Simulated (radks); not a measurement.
Trend from Zr+ to Cd+: ionisation energy by Delta-SCF between NIST ground configurations, and size. Calculated with a radial shooting solver on a logarithmic mesh with Libxc functionals: Dirac Kohn-Sham, PBEsol, spin-unpolarised, spherical densities, point nucleus; open shells fill j = l - 1/2 first.

| species | configuration | IE (eV) | NIST (eV) | kind | -e(HOMO) (eV) | outermost | <r> outermost (bohr) |
|---|---|---|---|---|---|---|---|
| Zr+ | [Kr] 4d2 5s1 | 12.891 | 13.130 | exp. | 9.959 (5s1/2) | 5s1/2 | 3.41 |
| Nb+ | [Kr] 4d4 | 14.068 | 14.320 | semi-emp. | 9.328 (4d3/2) | 4d3/2 | 2.05 |
| Mo+ | [Kr] 4d5 | 15.283 | 16.2 | semi-emp. | 10.260 (4d5/2) | 4d5/2 | 1.90 |
| Tc+ | [Kr] 4d5 5s1 | 14.814 | 15.260 | semi-emp. | 11.406 (5s1/2) | 5s1/2 | 3.02 |
| Ru+ | [Kr] 4d7 | 17.986 | 16.8 | semi-emp. | 12.366 (4d5/2) | 4d5/2 | 1.65 |
| Rh+ | [Kr] 4d8 | 19.296 | 18.080 | semi-emp. | 13.393 (4d5/2) | 4d5/2 | 1.55 |
| Pd+ | [Kr] 4d9 | 20.588 | 19.4 | semi-emp. | 14.409 (4d5/2) | 4d5/2 | 1.47 |
| Ag+ | [Kr] 4d10 | 21.868 | 21.484 | exp. | 15.418 (4d5/2) | 4d5/2 | 1.40 |
| Cd+ | [Kr] 4d10 5s1 | 17.098 | 16.908 | exp. | 13.077 (5s1/2) | 5s1/2 | 2.63 |

Reference values: NIST Atomic Spectra Database (exp. = measured, semi-emp. = semi-empirical, theory = theoretical value adopted there). Spin polarisation and multiplet splitting are left out, so open shells lie too high by an amount that depends on their filling.

Beside tabulated values, note that spin-unpolarised runs miss the spin-polarisation part of the exchange energy of open shells.
